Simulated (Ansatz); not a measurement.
Mulliken charges of CH3Cl3SZr (`C[S][Zr]([Cl])([Cl])[Cl]`) from r2SCAN/def2-TZVPP in Ansatz (PBE0-D4/def2-TZVP geometry).

| atom | x (Å) | y (Å) | z (Å) | charge (e) |
| --- | --- | --- | --- | --- |
| C1 | -0.068 | -1.251 | 0.912 | -0.078 |
| S2 | 1.400 | -0.822 | -0.085 | -0.231 |
| Zr3 | 0.214 | 1.089 | -0.867 | 0.849 |
| Cl4 | -1.724 | 0.385 | -1.965 | -0.276 |
| Cl5 | 1.642 | 2.197 | -2.320 | -0.268 |
| Cl6 | -0.342 | 2.438 | 0.958 | -0.276 |
| H7 | 0.214 | -1.263 | 1.963 | 0.100 |
| H8 | -0.904 | -0.544 | 0.807 | 0.079 |
| H9 | -0.431 | -2.227 | 0.597 | 0.100 |

By hand: the dipole of these point charges (1 e Å = 4.8032 D).

Σ q r = (-0.099, -0.548, 0.432) e Å, of length 0.705 e Å = 3.39 D.

How does the dipole of the full density compare? (An estimate is asked.)

The calculation gave: (-0.096, -0.341, 0.285) e Å, 2.18 D; the point charges give 1.56 times that, at 4° from its direction.

Point charges leave out the atoms' own dipoles, such as those of lone pairs, and Mulliken's split depends on the basis, so the two needn't agree.
